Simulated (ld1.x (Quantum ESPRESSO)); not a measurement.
## Which change was made? (Ge, PAW)

germanium (Ge), PAW, made with ld1.x (Quantum ESPRESSO) 7.5 (PBEsol, non-relativistic). Core [Ar] 3d10, reference 4s1 4p3. Waves: 4s (bound): rcut 1.55, rcutus 1.95 bohr; 4s channel at 3.55 Ry: rcut 1.55, rcutus 1.95 bohr; 4p (bound): rcut 1.25, rcutus 1.75 bohr; 4p channel at 0.35 Ry: rcut 1.25, rcutus 1.75 bohr; 4d channel at 0.15 Ry: rcut 1.85, rcutus 1.95 bohr; 4d channel at 1.7 Ry: rcut 1.85, rcutus 1.95 bohr. Local part: all-electron potential smoothed inside 1.90 bohr (lloc = -1). Core correction: Bessel-smoothed model core, default radius (core density twice the valence density). Augmentation charge: PSQ, inside the norm-conserving radii.

Cutoffs, loose and tight: the cutoffs (Ry, on a coarse ladder) from which the occupation-weighted sum of valence levels, in a spherical-Bessel basis at the reference potential, stays within 10 and 1 mRy of its value at 400 Ry. They do not see the model core or the augmentation charge, which bear on the density cutoff. Test errors are all-electron minus pseudo excitation energies from the reference, over the configurations 4s2 4p2; 4s2 4p1; 4s2 4p0; 4s2 4p1.5; 4s1 4p2; 4s1 4p0; 4s2 4p2.3; variants that change the core or the reference have their own tests.

The base gives: outcome: generated; cutoff, loose: 6 Ry; cutoff, tight: 15 Ry; bound ghosts: d; largest test error (meV): -208.

After one change the result is: outcome: generated; cutoff, loose: 6 Ry; cutoff, tight: 15 Ry; bound ghosts: s, d; largest test error (meV): -208. Which change was it?
A. type TM; waves now 4s (bound): rc 1.95 bohr; 4p (bound): rc 1.75 bohr; 4d channel at 0.15 Ry: rc 1.95 bohr; local potential all-electron potential smoothed inside 1.50 bohr (lloc = -1)
B. waves 4p (bound): rcut 1.25, rcutus 2.18 bohr; 4p channel at 0.35 Ry: rcut 1.25, rcutus 2.18 bohr
C. local potential all-electron potential smoothed inside 0.92 bohr (lloc = -1)
D. all radii but the core radius scaled by about 1.36 (s 2.66, p 2.38, d 2.66 bohr, rcut 2.12/1.70/2.52); local potential all-electron potential smoothed inside 2.60 bohr (lloc = -1)
E. waves 4d channel at 0.15 Ry: rcut 1.85, rcutus 2.32 bohr; 4d channel at 1.7 Ry: rcut 1.85, rcutus 2.32 bohr

C. The others give: type TM; waves now 4s (bound): rc 1.95 bohr; 4p (bound): rc 1.75 bohr; 4d channel at 0.15 Ry: rc 1.95 bohr; local potential all-electron potential smoothed inside 1.50 bohr (lloc = -1) → outcome: generated; cutoff, loose: 15 Ry; cutoff, tight: 35 Ry; bound ghosts: none; largest test error (meV): -117 | waves 4d channel at 0.15 Ry: rcut 1.85, rcutus 2.32 bohr; 4d channel at 1.7 Ry: rcut 1.85, rcutus 2.32 bohr → outcome: generated; cutoff, loose: 6 Ry; cutoff, tight: 15 Ry; bound ghosts: none; largest test error (meV): -208 | waves 4p (bound): rcut 1.25, rcutus 2.18 bohr; 4p channel at 0.35 Ry: rcut 1.25, rcutus 2.18 bohr → outcome: generated; cutoff, loose: 8 Ry; cutoff, tight: 15 Ry; bound ghosts: d; largest test error (meV): -208 | all radii but the core radius scaled by about 1.36 (s 2.66, p 2.38, d 2.66 bohr, rcut 2.12/1.70/2.52); local potential all-electron potential smoothed inside 2.60 bohr (lloc = -1) → outcome: generated; cutoff, loose: 8 Ry; cutoff, tight: 12 Ry; bound ghosts: none; largest test error (meV): test run stopped at test 1 of 7 (negative rho).
